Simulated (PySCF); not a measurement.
**Dipole moment and polarisability of `CC#C/C=C/C#N`**

Compound: C6H5N.
Structure used (GFN2-xTB), in Å, numbered top down from 1:
```
atom  x, y, z in Å
C1    -2.8506    0.3078    0.3459
C2    -1.4479    0.1208    0.0710
C3    -0.2750   -0.0331   -0.1606
C4     1.0867   -0.2114   -0.4416
C5     2.0478   -0.1368    0.4942
C6     3.4039   -0.3165    0.1845
N7     4.5153   -0.4614   -0.0651
H8    -3.1069   -0.1395    1.3063
H9    -3.0779    1.3736    0.3835
H10   -3.4525   -0.1540   -0.4365
H11    1.3425   -0.4164   -1.4745
H12    1.8158    0.0663    1.5314
```

Level: wB97X-D/def2-SVPD (PySCF), static field, nuclei fixed, core orbitals frozen in the response. The polarisability tensor in these axes (au):

```
x   150.84  -9.93   0.20
y    -9.93  49.36   1.44
z     0.20   1.44  56.48
```

Q: What are the eigenvalues, a third of the trace, and Δα (Δα² = ½Σ(αi − αj)² over the three pairs)?

A: Principal values 48.15, 56.73 and 151.80 au; mean 85.56 au = 12.68 Å³ = 14.11 × 10⁻⁴⁰ C²·m²/J; Δα = 99.64 au (116 % of the mean).

Q: What is the dipole moment, and where does it point?

A: (-5.53, 0.65, 0.66) D, 5.61 D in size, pointing from the negative to the positive side. Measured along this direction, the outermost atoms are N7 at the negative end and H10 and H9 at the positive end.

Q: Rayleigh depolarisation ratio (linearly polarised light, static tensor)?

A: ρ = 3Δα²/(45ᾱ² + 4Δα²) = 29783.1/(329437 + 39710.8) = 0.0807.

Q: How large is μ²/3kT at 273 K beside α?

A: In Gaussian units μ²/3kT = 278.26 Å³ against 12.68 Å³, a ratio of 21.95; the Debye molar polarisation (4π/3)N_A(α + μ²/3kT) is 733.9 cm³/mol, leaving out the vibrational part.

Q: Form Σ f/ω² (atomic units) for the 8 lowest TDDFT singlets, given as eV and f, and set it beside the mean polarisability, which is this sum over all singlets: 4.76, 0.0001; 4.99, 0.6006; 6.29, 0.0000; 6.46, 0.0002; 6.80, 0.0004; 6.82, 0.1194; 7.28, 0.0026; 7.60, 0.0077.

A: They add up to 19.89 au, 23.2 % of the 85.56 au; the largest single term is 17.84 au, from the state at 4.99 eV. Terms in order: 0.00, 17.84, 0.00, 0.00, 0.01, 1.90, 0.04, 0.10 au. Higher excitations give the rest. The strengths listed sum to 0.731.

Q: Along which axes do the principal values lie, and how far do the nuclei extend along each?

A: Largest value along (1.00, -0.10, 0.00), where the nuclei span 7.96 Å; middle along (0.02, 0.17, 0.99), 3.05 Å; least along (0.10, 0.98, -0.17), 1.64 Å. The response follows the extents in order.

Q: Refractivity n − 1 of an ideal gas of it at 500 K and 1 atm, from the electronic α?

A: N = p/kT = 1.4678 × 10¹⁹ cm⁻³, so n − 1 = 2π × N × 12.68 × 10⁻²⁴ cm³ = 1169 × 10⁻⁶ at long wavelengths, for an ideal gas.

Isolated species at its GFN2-xTB geometry, gas phase.
